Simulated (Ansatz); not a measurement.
Cartesian coordinates in Å:
```
C 1.305 0.846 2.062
S 1.598 0.377 0.361
C 1.614 1.960 -0.471
C 0.102 -0.392 -0.159
C 0.235 -1.662 -0.704
C -0.904 -2.324 -1.135
C -2.144 -1.716 -1.017
C -2.260 -0.443 -0.469
C -1.135 0.232 -0.035
H 1.192 -0.076 2.631
H 0.413 1.465 2.145
H 2.187 1.386 2.406
H 2.497 2.499 -0.126
H 0.705 2.520 -0.255
H 1.700 1.756 -1.538
H 1.211 -2.127 -0.790
H -0.819 -3.316 -1.562
H -3.032 -2.236 -1.355
H -3.233 0.025 -0.381
H -1.232 1.224 0.391
```

Total charge 1; spin multiplicity 1.

(1) List the B3LYP/def2-TZVPP orbital energies in eV (Ansatz 0.2.0). (Estimate.)

Results:

(1) The calculation gave: Occupied: -2425.08, -282.50, -282.50, -282.37, -281.56, -281.50, -281.13, -281.10, -281.06, -222.95, -167.47, -167.47, -167.33, -29.05, -27.56, -24.96, -24.84, -24.64, -22.50, -21.03, -20.40, -18.80, -17.60, -17.45, -17.28, -16.84, -16.52, -16.46, -15.95, -15.62, -15.58, -14.54, -14.08, -13.83, -13.38, -11.58, -11.40. Lowest empty: -5.55, -4.69, -4.15, -3.70, -3.32, -3.02, -2.36, -1.98.

B3LYP here is the variant with VWN-RPA as its local correlation; programs differ in this.
